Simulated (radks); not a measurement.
Q: Isoelectronic series with 9 electrons, all held in the configuration [He] 2s2 2p5, which need not be the ground one along the series. All-electron calculation, Dirac Kohn-Sham, PBEsol, spin-unpolarised, spherical densities, finite nucleus; open shells fill j = l - 1/2 first; Fermi nuclear charge, rms radius of each element as measured or else 0.836 A^(1/3) + 0.57 fm. Program: a radial shooting solver on a logarithmic mesh with Libxc functionals. Total energies (hartree) and mean radii <r> (bohr):

ion,E (hartree),2p3/2,2p1/2,2s1/2,1s1/2
F,-99.44873,1.106,1.103,1.006,0.1767
Si5+,-279.37823,0.5075,0.5056,0.5485,0.1113
K10+,-554.37400,0.3346,0.3324,0.3748,0.08101
Cr15+,-925.40487,0.2500,0.2474,0.2840,0.06350
Cu20+,-1393.91923,0.1995,0.1965,0.2280,0.05209
Se25+,-1961.80247,0.1660,0.1625,0.1899,0.04404
Ru35+,-3405.61528,0.1240,0.1196,0.1413,0.03340
Xe45+,-5282.36436,0.09876,0.09337,0.1113,0.02663
Pr50+,-6394.0022,0.08955,0.08364,0.1001,0.02407

Estimate the row of In40+.

A: E (hartree) -4287.88615; 2p3/2 0.1100; 2p1/2 0.1051; 2s1/2 0.1247; 1s1/2 0.02968.
